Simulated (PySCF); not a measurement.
Ag(Cl) cation (AgCl), SMILES [Cl][Ag] (connectivity only; charge and spin as stated), charge +1, multiplicity 2. Atoms are numbered in the order given.

```xyz
2

Ag     0.0000     0.0000    -0.6522
Cl     0.0000     0.0000     1.8032
```
Charge +1, spin multiplicity 2.

Geometry optimised at B3LYP-D3(BJ)/def2-TZVPD. The spin state was assumed, not searched. The def2 effective core potentials stand for the cores of Ag; spin–orbit coupling is left out.

Method: ωB97X/def2-TZVPD in PySCF.

The molecule is in vacuum.

Task: Estimate the frontier levels, dipole moment. (Estimate from the structure and the level; the computed values follow.)

Result: 
```
Item                                                               Result
------------------------------------------------  -----------------------
α spin, highest occupied and lowest empty level       -18.01 and -6.52 eV
β spin, highest occupied and lowest empty level       -17.78 and -9.99 eV
dipole moment about the centre of nuclear charge                   1.06 D
⟨S²⟩                                              0.754 (pure state 0.75)
```
